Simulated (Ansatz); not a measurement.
C2H5FSSi can be A, `C[Si]1(F)CS1`, or B, `C[Si@H]1S[C@H]1F`.

Isolated molecules relaxed with PBE0-D4/def2-TZVP in Ansatz; ΔE leaves out vibrations. CCSD(T)/CBS is the MP2 limit (def2-TZVPP, def2-QZVPP) plus CCSD(T) − MP2 in def2-TZVPP, frozen cores. DFT in def2-TZVPP.

(1) Which isomer does CCSD(T)/CBS put lower? Give the gap. (Estimate.)

(2) Give E(B) − E(A) in kJ/mol with ωB97M-V, CCSD(T)/def2-TZVPP, PBE0-D4, MP2/def2-TZVPP, HF/def2-TZVPP, B2PLYP, PBE-D4. (Best estimate.)

Largest T1 diagnostic: 0.013.

## Answers

(1) Ansatz gave: A, by 235.1 kJ/mol.

(2) The calculation gave: ωB97M-V 228.6, CCSD(T)/def2-TZVPP 232.9, PBE0-D4 221.1, MP2/def2-TZVPP 242.7, HF/def2-TZVPP 241.0, B2PLYP 231.6, PBE-D4 210.6. None reverses the order clearly.

From PBE to PBE0 (25 % exact exchange), in def2-TZVPP and without D4, E(B) − E(A) moves by +10.5 kJ/mol.
